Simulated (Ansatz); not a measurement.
**A relaxation, step by step**

As$_{2}$H$_{6}$ (SMILES [AsH3].[AsH3]), closed shell, PBE0-D4/def2-TZVP (Ansatz 0.2.0). Settings:

```yaml
hamiltonian: {xc: pbe0, dispersion: d4}
relax: {f_tol: 0.005, max_steps: 200}
```

Start (the SMILES describes the start alone):

As1  (-0.502, -0.179, -1.846)
H2  (-0.677, -0.099, -3.378)
H3  (0.405, 1.064, -1.848)
H4  (0.712, -1.112, -1.991)
As5  (0.329, -0.139, 1.742)
H6  (-0.035, 1.338, 1.977)
H7  (-1.081, -0.593, 2.158)
H8  (0.849, -0.281, 3.186)
(Å)

```csv
step,energy less the last (meV),largest force component (eV/Å)
1,25.5,0.517
2,6.1,0.057
3,5.2,0.016
4,4.0,0.015
5,3.7,0.080
6,3.1,0.045
7,2.2,0.008
8,2.1,0.109
9,1.6,0.069
10,0.9,0.005
11,0.7,0.004
12 (rejected trial),1.9,0.158
13,0.4,0.035
14,0.4,0.029
15,0.3,0.020
16,0.2,0.009
17,0.1,0.019
18,0.1,0.014
19,0.0,0.003
20,0.0,0.006
21,0.0,0.009
22,0.0,0.005
23,0.0,0.002
```

Step 3, positions (Å) and forces (eV/Å):

```tsv
atom	x	y	z	Fx	Fy	Fz
As1	-0.493	-0.175	-1.878	-0.011	0.003	-0.001
H2	-0.673	-0.095	-3.388	-0.011	0.002	-0.016
H3	0.401	1.054	-1.865	0.011	0.010	0.009
H4	0.697	-1.110	-2.009	0.008	-0.013	0.008
As5	0.325	-0.134	1.776	0.011	-0.004	0.001
H6	-0.035	1.328	1.990	-0.007	0.015	-0.009
H7	-1.067	-0.595	2.173	-0.013	-0.010	-0.005
H8	0.843	-0.272	3.200	0.011	-0.002	0.013
```

Step 5, positions (Å) and forces (eV/Å):

| atom | x | y | z | Fx | Fy | Fz |
| --- | --- | --- | --- | --- | --- | --- |
| As1 | -0.514 | -0.120 | -1.852 | 0.080 | 0.004 | 0.012 |
| H2 | -0.667 | -0.043 | -3.366 | 0.001 | -0.001 | 0.002 |
| H3 | 0.487 | 1.028 | -1.833 | -0.030 | -0.046 | -0.007 |
| H4 | 0.591 | -1.163 | -1.948 | -0.044 | 0.044 | -0.008 |
| As5 | 0.380 | -0.130 | 1.768 | -0.053 | 0.043 | 0.029 |
| H6 | -0.108 | 1.307 | 1.911 | 0.016 | -0.061 | -0.005 |
| H7 | -0.996 | -0.693 | 2.096 | 0.046 | 0.017 | 0.003 |
| H8 | 0.827 | -0.187 | 3.224 | -0.016 | 0.001 | -0.026 |

Step 14, positions (Å) and forces (eV/Å):

| atom | x | y | z | Fx | Fy | Fz |
| --- | --- | --- | --- | --- | --- | --- |
| As1 | -0.441 | -0.029 | -1.794 | 0.029 | -0.002 | -0.006 |
| H2 | -0.778 | 0.056 | -3.277 | 0.002 | 0.007 | 0.003 |
| H3 | 0.722 | 0.942 | -1.935 | -0.021 | -0.019 | -0.004 |
| H4 | 0.461 | -1.235 | -2.004 | -0.009 | 0.014 | 0.006 |
| As5 | 0.416 | -0.097 | 1.798 | -0.029 | 0.010 | 0.009 |
| H6 | -0.278 | 1.255 | 1.861 | 0.007 | -0.016 | -0.002 |
| H7 | -0.881 | -0.843 | 2.073 | 0.026 | 0.014 | 0.000 |
| H8 | 0.779 | -0.048 | 3.277 | -0.005 | -0.007 | -0.006 |

Last step (23):

| atom | x (Å) | y (Å) | z (Å) |
| --- | --- | --- | --- |
| As1 | -0.4214 | 0.0303 | -1.7932 |
| H2 | -0.7911 | 0.0570 | -3.2706 |
| H3 | 0.8095 | 0.8932 | -2.0198 |
| H4 | 0.3757 | -1.2546 | -1.9502 |
| As5 | 0.4302 | -0.0296 | 1.8011 |
| H6 | -0.3734 | 1.2530 | 1.9420 |
| H7 | -0.8022 | -0.8957 | 2.0056 |
| H8 | 0.7727 | -0.0536 | 3.2851 |

The run took about 27 s on 4 CPU threads of an Intel Xeon 6975P-C (shared host).
